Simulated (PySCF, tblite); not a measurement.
Isomers of C6H9O3P, one GFN2-xTB conformer each. Single-point energies are computed at PBE0/pcSseg-1 (PySCF, gas phase, no added dispersion term), electronic only.

Problem. Rank them by PBE0/pcSseg-1 energy, lowest first (kcal/mol).
A. `[CH3:1][P@@:2](=[O:3])([CH2:4][OH:5])[c:6]1[cH:7][cH:8][o:9][cH:10]1` with C1–P2–C4–O5 -72°, P2–C4–O5–H -47°, C1–P2–C6–C7 -59°
B. `[CH:1]#[C:2][CH2:3][P:4]([CH2:5][OH:6])[C:7](=[O:8])[O:9][CH3:10]` with C2–C3–P4–C5 171°, C3–P4–C5–O6 68°, P4–C5–O6–H 68°, C3–P4–C7–O8 102°, P4–C7–O9–C10 178°
C. `[CH3:1][CH2:2][P@@:3](=[O:4])([OH:5])[c:6]1[cH:7][cH:8][o:9][cH:10]1` with C1–C2–P3–O4 -50°, C2–P3–O5–H -138°, C2–P3–C6–C7 -65°

Solution. C (0.0), A (24.8), B (77.8).

As drawn, the lowest has an aromatic ring and a P=O bond, which the highest lacks; the highest has a C=O bond, a C≡C bond and a C(=O)–O unit, which the lowest lacks. GFN2-xTB itself gives, in the same order: 0.0, 27.8, 100.4. Both levels put the same isomer lowest; measured from each level's own lowest isomer, the values differ by up to 22.6 kcal/mol (C#CCP(CO)C(=O)OC: 100.4 against 77.8).

Problem. Which frontier levels, dipoles and rotational constants go with these structures?

Solution. 
| SMILES | HOMO (eV, PBE0/pcSseg-1) | LUMO (eV) | dipole (D) | A, B, C (MHz) |
| --- | --- | --- | --- | --- |
| CC[P@@](=O)(O)c1ccoc1 | -7.12 | -0.22 | 2.73 | 2437, 708.8, 679.3 |
| C[P@@](=O)(CO)c1ccoc1 | -7.22 | -0.33 | 3.79 | 2382, 697.5, 668.1 |
| C#CCP(CO)C(=O)OC | -7.14 | -0.52 | 1.64 | 1456, 907.5, 609.5 |

Problem. What happens when harmonic zero-point energies from GFN2-xTB frequencies are added?

Solution. 
| SMILES | ZPE (kcal/mol) | electronic (kcal/mol) | with ZPE (kcal/mol) |
| --- | --- | --- | --- |
| CC[P@@](=O)(O)c1ccoc1 | 89.2 | 0.0 | 0.0 |
| C[P@@](=O)(CO)c1ccoc1 | 88.5 | 24.8 | 24.1 |
| C#CCP(CO)C(=O)OC | 86.1 | 77.8 | 74.7 |

The zero-point energies span 3.1 kcal/mol. The order is unchanged.
